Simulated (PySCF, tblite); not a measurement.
Species: 1,1,1-trichlorobutane, C4H7Cl3.
SMILES with atom numbers: `[CH3:1][CH2:2][CH2:3][C:4]([Cl:5])([Cl:6])[Cl:7]` (hydrogens: H8, H9, H10 on C1; H11, H12 on C2; H13, H14 on C3)

Computed geometry: GFN2-xTB, gas phase.

Problem. List the bond lengths, angles and torsions at this level.

Solution. 
```
                  bond  length (Å)
                 C1–C2       1.523
                 C2–C3       1.529
                 C3–C4       1.516
C4–Cl5, C4–Cl6, C4–Cl7       1.780
  C1–H8, C1–H9, C1–H10       1.087
        C2–H11, C2–H12       1.091
        C3–H13, C3–H14       1.092
```

Bonds in one row agree within 0.01 Å and their mean is given. A selection of angles:
```
     angle  degrees
  C2–C1–H8    110.7
  C2–C1–H9    110.2
  H8–C1–H9    108.4
  C1–C2–C3    110.6
 C1–C2–H11    109.6
 C3–C2–H11    109.5
H11–C2–H12    108.0
  C2–C3–C4    113.3
 C2–C3–H13    109.7
 C4–C3–H13    107.9
H13–C3–H14    108.3
 C3–C4–Cl5    110.0
 C3–C4–Cl6    111.3
Cl5–C4–Cl6    107.8
```

Torsions: C1–C2–C3–C4 180° (antiperiplanar); C2–C3–C4–Cl5 180° (antiperiplanar).

Of the pairs four or more bonds apart, Cl7···H11 is among the closest relative to their van der Waals radii: 2.74 Å, 93 % of the sum of Bondi's values.

Point group: Cs (every atom within 0.08 Å of its image). Its GFN2-xTB frequencies are all real (lowest 66 cm⁻¹). One conformer, not necessarily the lowest.
